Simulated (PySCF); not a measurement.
# Magnetisability: `C=CC[P@](=O)(O)C1CC1`, C6H11O2P

Geometry (Å), atoms numbered from 1 in this order:
```xyz
20

C     3.4714   -0.2355    0.3928
C     2.3016   -0.7974    0.6379
C     1.0596   -0.0386    0.9478
P    -0.0371   -0.1678   -0.5315
O    -0.2612   -1.5236   -1.0448
O     0.7059    0.7638   -1.6210
C    -1.5343    0.7738   -0.1138
C    -2.5856    0.0111    0.6350
C    -2.7948    0.3448   -0.8019
H     3.6068    0.8332    0.4395
H     4.3419   -0.8186    0.1461
H     2.1796   -1.8704    0.5753
H     1.2656    1.0123    1.1451
H     0.5239   -0.4771    1.7913
H     0.8964    0.2251   -2.3910
H    -1.3844    1.8204    0.1092
H    -3.1620    0.5331    1.3843
H    -2.3687   -1.0192    0.8778
H    -3.5180    1.1022   -1.0649
H    -2.7116   -0.4611   -1.5162
```

The calculation used GIAO KT3/pcSseg-1 magnetisability, rotational g tensor and spin-rotation constants, non-relativistic, gas phase in PySCF. Geometry: GFN2-xTB.

Question: What are the magnetisability and the molar susceptibility?

Answer: Isotropic -1552 × 10⁻³⁰ J/T², or -93.4 × 10⁻⁶ cm³/mol; principal values -1606, -1598, -1451 × 10⁻³⁰ J/T², anisotropy 152 × 10⁻³⁰ J/T² (root of half the summed squared differences of the principal values). The susceptibility is in cgs units.

Question: Split it along the inertial axes a, b, c into diamagnetic and paramagnetic parts about the centre of mass, with the quadrupole moment.

Answer: 
| axis | χ (10⁻⁶ cm³/mol) | diamagnetic (10⁻⁶ cm³/mol) | paramagnetic (10⁻⁶ cm³/mol) | summed x² of all electrons (Å²) | quadrupole Θ (D Å) |
| --- | --- | --- | --- | --- | --- |
| a | -92.2 | -530.6 | 438.4 | 311.4 | +4.24 |
| b | -95.9 | -1548.7 | 1452.8 | 71.4 | +3.22 |
| c | -92.2 | -1623.7 | 1531.5 | 53.7 | -7.45 |

Anisotropies 2χaa − χbb − χcc = +3.7 and 2χbb − χaa − χcc = -7.5 × 10⁻⁶ cm³/mol. Θ is traceless in Buckingham's convention.

Question: And the rotational g tensor?

Answer: 
```tsv
axis	rotational constant (GHz)	g	nuclear part	electronic part
a	2.9847	-0.0236	0.5911	-0.6147
b	0.8563	-0.0050	0.5794	-0.5844
c	0.8123	-0.0038	0.5806	-0.5844
```
Asymmetric top; isotopes 12C, 1H, 16O, 31P; no vibrational averaging.
